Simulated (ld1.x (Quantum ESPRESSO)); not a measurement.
## How hard is this cerium (Ce) RRKJ potential?

ld1.x (Quantum ESPRESSO) 7.5 input, shortened:

```
&input
   title='Ce', zed=58., rel=2, dft='PBE', iswitch=3,
   config='[Xe] 4f1 5d0 6s0 6p0', rel_dist='average'
 /
 &inputp
   pseudotype=2, tm=.false., lloc=0,
   nlcc=.false.
 /
4
6P  2  1   0.00   0.00  3.20  3.20  0.0
5D  3  2   0.00   0.00  3.60  3.60  0.0
4F  4  3   1.00   0.00  1.64  1.64  0.0
6S  1  0   0.00   0.00  2.60  2.60  0.0
 &test
   configts(1)='4f1 5d0 6s0 6p0'
 /
```

Open shells are filled in proportion to 2j + 1 (rel_dist='average').

The pseudo-atom Hamiltonian at the reference potential is diagonalised in spherical Bessel functions j_l(qr) that vanish at 20 bohr, with q² up to the cutoff. All-electron valence levels (Ry): 6p1/2 -1.2125, 6p3/2 -1.1692, 5d3/2 -1.7519, 5d5/2 -1.7286, 4f5/2 -2.1185, 4f7/2 -2.0933, 6s -1.5192.

Task: How do the lowest levels (Ry) of each channel move with the cutoff, and are there ghosts?

Result:

```
cutoff (Ry)  p1/2 #1  p1/2 #2  p3/2 #1  p3/2 #2  d3/2 #1  d5/2 #1  d5/2 #2  f5/2 #1  f5/2 #2  f7/2 #1  f7/2 #2     s #1  Σ f·Δε (mRy)
          8  -1.2022  -0.6051  -1.1498  -0.5888  -1.7330  -1.7119  -0.7257  -0.6318  -0.3791  -0.6319  -0.3791  -1.4990        1472.3
         12  -1.2122  -0.6100  -1.1686  -0.5971  -1.7518  -1.7285  -0.7277  -0.6328  -0.3796  -0.6329  -0.3796  -1.5166        1471.3
         18  -1.2125  -0.6106  -1.1691  -0.5977  -1.7519  -1.7286  -0.7277  -0.6341  -0.3802  -0.6342  -0.3802  -1.5174        1470.0
         25  -1.2125  -0.6106  -1.1691  -0.5978  -1.7519  -1.7286  -0.7278  -0.6381  -0.3822  -0.6383  -0.3823  -1.5176        1465.9
         35  -1.2125  -0.6106  -1.1692  -0.5978  -1.7519  -1.7286  -0.7279  -0.6496  -0.3894  -0.6502  -0.3899  -1.5187        1454.2
         45  -1.2125  -0.6106  -1.1692  -0.5978  -1.7519  -1.7286  -0.7279  -1.0554  -0.5911  -1.0536  -0.5902  -1.5188        1049.7
         55  -1.2125  -0.6106  -1.1692  -0.5978  -1.7519  -1.7286  -0.7279  -1.7425  -0.6141  -1.7260  -0.6135  -1.5191         371.1
         70  -1.2125  -0.6106  -1.1692  -0.5978  -1.7519  -1.7286  -0.7279  -2.0885  -0.6177  -2.0641  -0.6172  -1.5191          29.5
         90  -1.2125  -0.6106  -1.1692  -0.5978  -1.7519  -1.7286  -0.7279  -2.1170  -0.6180  -2.0918  -0.6175  -1.5192           1.5
        110  -1.2125  -0.6106  -1.1692  -0.5978  -1.7519  -1.7286  -0.7279  -2.1181  -0.6180  -2.0929  -0.6175  -1.5192           0.4
        140  -1.2125  -0.6106  -1.1692  -0.5978  -1.7519  -1.7286  -0.7279  -2.1183  -0.6180  -2.0932  -0.6175  -1.5192           0.1
        400  -1.2125  -0.6106  -1.1692  -0.5978  -1.7519  -1.7286  -0.7279  -2.1185  -0.6180  -2.0933  -0.6175  -1.5192           0.0
```

Result: ghost state, extra bound levels that the all-electron valence spectrum of the same l lacks: s at -13.6 eV (a true bound ghost makes a file unfit for plane-wave use); 10 mRy is reached at 80 Ry and 1 mRy at 110 Ry.

3 of 7 tests not solved or not reliable.
